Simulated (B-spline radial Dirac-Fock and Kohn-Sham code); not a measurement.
**Dy⁺ 4f7/2: cross section and angular parameters**

System: dysprosium as Dy⁺, configuration 1s2 2s2 2p6 3s2 3p6 3d10 4s2 4p6 4d10 4f10 5s2 5p6 6s1; threshold 15.95 eV (orbital energy of the model). Calculated with an atomic code on a B-spline grid, using Dirac-Hartree-Slater photoionisation with a Latter tail; cross sections with all multipoles, angular parameters from the dipole term and its interference with E2.

Input file task.json (cfg lists n, l and occupation; rrms is the nuclear radius in fm):

```json
{"items": [{
  "Z": 66,
  "q": 1,
  "cfg": [[1, 0, 2], [2, 0, 2], [2, 1, 6], [3, 0, 2], [3, 1, 6], [3, 2, 10], [4, 0, 2], [4, 1, 6], [4, 2, 10], [4, 3, 10], [5, 0, 2], [5, 1, 6], [6, 0, 1]],
  "A": 164,
  "rrms": 5.2218,
  "do": "xps",
  "hv": [59.0, 66.1, 77.2, 80, 104.0, 124.0, 130.0, 200, 300, 332.0, 361.0, 430.0, 456.0, 586.0, 600, 919.0, 1000, 1240.0, 1410.0, 2130.0, 2380.0, 3800.0, 4850.0, 5414.7, 5940.0, 6940.0, 8650.0, 9251.7, 12000, 12800.0]
}]}
```

Launch: `python xray2_run.py task.json out`

```
hν (eV)   σ (kb)      β      γ      δ
     59     3440  0.531  0.006  0.010
   66.1     3700  0.469  0.006  0.011
   77.2     3910  0.410  0.006  0.012
     80     3930  0.400  0.006  0.012
    104     3910  0.361  0.006  0.015
    124     3740  0.366  0.007  0.017
    130     3670  0.371  0.007  0.017
    200     2640  0.481  0.011  0.023
    300     1490  0.652  0.021  0.029
    332     1240  0.699  0.025  0.031
    361     1060  0.737  0.029  0.033
    430      724  0.816  0.042  0.038
    456      632  0.841  0.047  0.040
    586        ?      ?      ?      ?
    600      316  0.944  0.085  0.050
    919     91.8  1.046  0.197  0.070
   1000     70.5  1.056  0.228  0.075
   1240     35.1  1.066  0.319  0.089
   1410     22.8  1.062  0.381  0.099
   2130     5.27  1.002  0.607  0.139
   2380     3.49  0.976  0.671  0.153
   3800    0.572  0.844  0.942  0.231
   4850    0.212  0.771  1.082  0.286
 5414.7    0.134  0.737  1.145  0.315
   5940   0.0909  0.710  1.198  0.342
   6940   0.0467  0.664  1.282  0.391
   8650   0.0178  0.600  1.389  0.470
 9251.7   0.0132  0.581  1.419  0.496
  12000  0.00408  0.511  1.518  0.611
  12800  0.00304  0.494  1.539  0.642
```

Problem. Give the values at 586 eV.

Solution. σ = 336 kb, β = 0.936, γ = 0.081, δ = 0.049.
